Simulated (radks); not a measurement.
Results of a calculation; reference values are marked as such.
The arsenic anion As3-, [Kr], held by a Watson sphere: a shell of charge +3 at radius R that stands for the Madelung well of a crystal (potential energy -3/R inside, -3/r outside, in hartree with lengths in bohr). Level of theory: scalar-relativistic Kohn-Sham, PBE, spin-polarised, spherical densities, point nucleus (a radial shooting solver on a logarithmic mesh with Libxc functionals). Response by self-consistent Sternheimer equations with the Hartree and adiabatic LDA kernel, the relativistic mass of each level held fixed and spin-orbit coupling left out. The sphere does not respond.

R (bohr)  e(3d) (eV)  e(4s) (eV)  e(4p) (eV)  <r> 4p (bohr)  sum of <r^2> (bohr^2)  X-ray form factor at sin(theta)/lambda = 0.1 1/angstrom  alpha (bohr^3)
2.77         -38.230     -14.887      -6.569          2.654                  68.70                                                   31.977           51.48
2.89         -38.082     -14.544      -6.339          2.703                  70.77                                                   31.898           56.06
3.02         -37.944     -14.196      -6.094          2.756                  73.04                                                   31.815           61.51
3.88         -37.322     -12.461      -4.677          3.097                  88.77                                                   31.332           113.1
3.98         -37.267     -12.313      -4.537          3.136                  90.69                                                   31.284           121.2
4.44         -37.045     -11.744      -3.961          3.311                  99.84                                                   31.084           165.8
4.88         -36.872     -11.341      -3.503          3.474                  109.1                                                   30.924           221.3
4.98         -36.837     -11.265      -3.410          3.511                  111.3                                                   30.892           236.0
